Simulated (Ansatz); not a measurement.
FH3S3Ti (`[F][Ti]([SH])([SH])[SH]`), 8 atoms. The species carries charge 0 and has multiplicity 1. Correlated methods include outer-core shells of Ti, which these sets cover unevenly. Scalar relativity is left out up to krypton. All runs use 4 threads of an Intel Xeon Platinum 8488C on a shared host. Correlated methods freeze the cores.

Question: How many basis functions does each run have, and how long does it take in Ansatz? RKS ωB97M-V/def2-QZVPP energy; RKS r2SCAN0-D4/def2-TZVPP energy; RKS ωB97M-V/def2-SVP energy; RKS HSE06 (plane-wave form)-D4/def2-TZVPP energy; RKS PBE0-D4/def2-QZVPP energy; RHF-CCSD(T)/def2-TZVPP energy; RKS r2SCANh-D4/def2-TZVPP energy; RKS ωB97M-V/def2-TZVPP energy and forces; direct RPA on PBE orbitals/def2-TZVPP energy; RKS PBE0-D4/def2-SVP energy; RKS PBE0-D4/def2-TZVP frequencies; RKS PBE0-D4/def2-TZVP relaxation (6 steps). (Estimate.)

Answer: Computed: Other jobs shared the machine, so times are rough.

```csv
level,job,functions,wall time,peak host memory (GiB)
RKS PBE0-D4/def2-SVP,energy,114,1.4 s,0.48
RKS HSE06 (plane-wave form)-D4/def2-TZVPP,energy,263,4.2 s,1
direct RPA on PBE orbitals/def2-TZVPP,energy,263,5 s,0.69
RKS ωB97M-V/def2-SVP,energy,114,5 s,0.48
RKS r2SCANh-D4/def2-TZVPP,energy,263,5.5 s,0.98
RKS r2SCAN0-D4/def2-TZVPP,energy,263,6 s,1
RKS PBE0-D4/def2-QZVPP,energy,450,9 s,2.2
RKS ωB97M-V/def2-TZVPP,energy and forces,263,12 s,1.3
RKS ωB97M-V/def2-QZVPP,energy,450,20 s,2.6
RKS PBE0-D4/def2-TZVP,relaxation (6 steps),205,24 s,0.74
RKS PBE0-D4/def2-TZVP,frequencies,205,120 s,0.73
RHF-CCSD(T)/def2-TZVPP,energy,263,3 min,6.2
```
